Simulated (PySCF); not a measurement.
Mo: ionisation energy

Mo [Kr] 4d5 5s1 (7S) → Mo⁺ [Kr] 4d5 (6S), as a difference of total energies. Calculation: PySCF 2.14, in aug-cc-pVDZ-PP with ECP28MDF; a scalar-relativistic core potential. Correlated levels: valence: 4s2 4p6 frozen. The calculations carry no spin-orbit coupling.

```
           method  ionisation energy (eV)  error (eV)
              UHF                   6.256      -0.836
            B3LYP                   7.266      +0.174
             BP86                   7.655      +0.563
    MP2 (valence)                   6.788      -0.304
SCS-MP2 (valence)                   6.433      -0.659
```

Reference: 7.092 eV (measured; NIST Atomic Spectra Database, ionization energies).

Errors of the correlated levels include the incompleteness of this basis and the frozen core.
